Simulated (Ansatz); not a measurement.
Cartesian coordinates in Å:
```
C 0.791 1.188 -0.231
Si 0.122 -0.342 -1.123
Sn -0.979 -0.929 1.094
S 0.733 0.753 1.554
H 1.822 1.426 -0.501
H 0.177 2.070 -0.420
H -0.641 -0.083 -2.377
H 1.215 -1.306 -1.419
H -2.546 -0.380 1.504
H -0.695 -2.396 1.920
```

Total charge 0; spin multiplicity 1. Sn takes the def2 core potential.

**Question.** List the ωB97M-V/def2-TZVPP orbital energies in eV (Ansatz). (Best estimate.)

**Answer.** Computed: Occupied: -2426.38, -1807.30, -282.06, -220.31, -163.43, -163.34, -163.23, -148.37, -143.11, -102.50, -102.47, -102.46, -97.73, -97.62, -97.61, -31.30, -31.24, -31.22, -31.16, -31.14, -24.15, -20.02, -17.98, -15.95, -14.73, -13.48, -12.21, -11.97, -11.51, -10.21, -9.32, -8.71. Lowest empty: 0.60, 0.88, 1.79, 2.23, 2.42, 2.92, 3.18, 3.60.
